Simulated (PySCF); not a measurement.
**Vibration and rotation of Zn₂**

PBE0 constants of Zn₂, ¹Σg⁺ (singlet), closed shell (Zn cc-pVDZ-PP with ECP10; scalar-relativistic core potentials (PySCF 2.14); masses 63.9291 and 63.9291 u):

```
ωe            : 52.7 cm⁻¹
ωexe          : 1.49 cm⁻¹
Be            : 0.052204 cm⁻¹
αe            : 0.00124 cm⁻¹
De to Zn + Zn : 0.073 eV
```

Question: What force constant and bond length do these constants imply?

Answer: Reduced mass μred = 31.965 u; k = 5.8918×10⁻⁷·μred·ωe² (u, cm⁻¹, mdyn/Å) = 0.0523 mdyn/Å; Re = √(16.8576/(μred·Be)) (u, cm⁻¹, Å) = 3.178 Å.

Question: Estimate the centrifugal constant D from the Kratzer relation and find the Dunham coefficient a1.

Answer: D = 4Be³/ωe² = 2.05e-07 cm⁻¹; a1 = −1 − αeωe/(6Be²) = -5.00.

Closed-shell solutions of metal pairs were not tested for spin polarisation, which can lower them a little. The bond is weak. Basis-set superposition, not corrected here, can be much of De in a small basis, most of all at correlated wavefunction levels. Functionals without a dispersion term scatter widely for such bonds, and LDA overbinds them.
